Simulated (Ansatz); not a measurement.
`[NH2][In]([Cl])[Br]`, relaxed with RKS PBE0-D4/def2-TZVP in Ansatz from a PBE-D4/def2-SVP geometry. The force threshold is 0.005 eV/Å; the program also tests the step.

Total charge 0; spin multiplicity 1. In: def2 effective core potential.

Start:

```xyz
6

N     1.220    0.287    0.407
In   -0.692   -0.246   -0.104
Cl   -2.523    0.794    0.961
Br   -1.178   -2.219   -1.548
H     1.886    0.096   -0.353
H     1.287    1.288    0.637
```

**Question.** By how much does the energy fall, and how many steps does the optimiser take? (Best estimate.)

**Answer.** Computed: 5.67 kJ/mol, in 6 steps.

**Question.** Which bonds change most? (An estimate is asked.)

**Answer.** The calculation gave: N1–In2 from 2.050 to 2.001 Å; In2–Cl3 from 2.360 to 2.312 Å; In2–Br4 from 2.492 to 2.446 Å; N1–H6 from 1.029 to 1.010 Å.

**Question.** Give the relaxed structure. (Estimate.)

**Answer.** The calculation gave: 
```xyz
6

N     1.176    0.309    0.353
In   -0.692   -0.256   -0.090
Cl   -2.484    0.777    0.940
Br   -1.165   -2.183   -1.521
H     1.881    0.085   -0.336
H     1.284    1.268    0.654
```
